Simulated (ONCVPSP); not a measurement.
## lead (Pb), ONCV: configuration errors across variants

Pb, optimised norm-conserving Vanderbilt (ONCV), made with ONCVPSP 4.0.1 (PBE, scalar-relativistic). Core [Xe] 4f14 5d10, reference 6s2 6p2. Waves: 6s: rc 1.55 bohr, ncon 3, nbas 6, qcut 3.6 1/bohr, 2 projectors, debl 0.5 Ha; 6p: rc 2.25 bohr, ncon 4, nbas 8, qcut 3.6 1/bohr, 2 projectors, debl 3.7 Ha; d scattering state at 0.11 Ha: rc 1.55 bohr, ncon 4, nbas 7, qcut 7.3 1/bohr, local. Local part: the d channel. Core correction: Teter function, fcfact 2.25, rcfact 1.6.

All-electron excitation energies from the reference (eV): (1) 6s2 6p1 6.576; (2) 6s2 6p0 20.021; (3) 6s1 6p0 52.431; (4) 6s2 6p1.5 2.492.

3 further variants failed, have other tests or too few solved ones, and are left out.

A true bound ghost makes a file unfit for plane-wave use even where its test errors are small: the radial tests pick states by their node count and pass the ghost by.

Errors AE − PS in meV (a dash: test not solved or not reliable):

| change | (1) | (2) | (3) | (4) | bound ghosts | GHOST(+) flags above zero |
| --- | --- | --- | --- | --- | --- | --- |
| base | -51 | -248 | -759 | -11 | s | s, p |
| s: qcut 2.4; p: qcut 2.4; d: qcut 4.9 | -51 | -250 | -767 | -11 | s | s, p |
| s: qcut 3.3; p: qcut 3.3; d: qcut 6.6 | -51 | -249 | -762 | -11 | s | s, p |
| s: qcut 3.7; p: qcut 3.7; d: qcut 7.6 | -51 | -248 | -759 | -11 | s | s, p |

Task: Give the same row for: s: qcut 3; p: qcut 3; d: qcut 6.1.

Result: -51, -249, -765, -11; bound ghosts: s; GHOST(+) flags above zero: s, p.
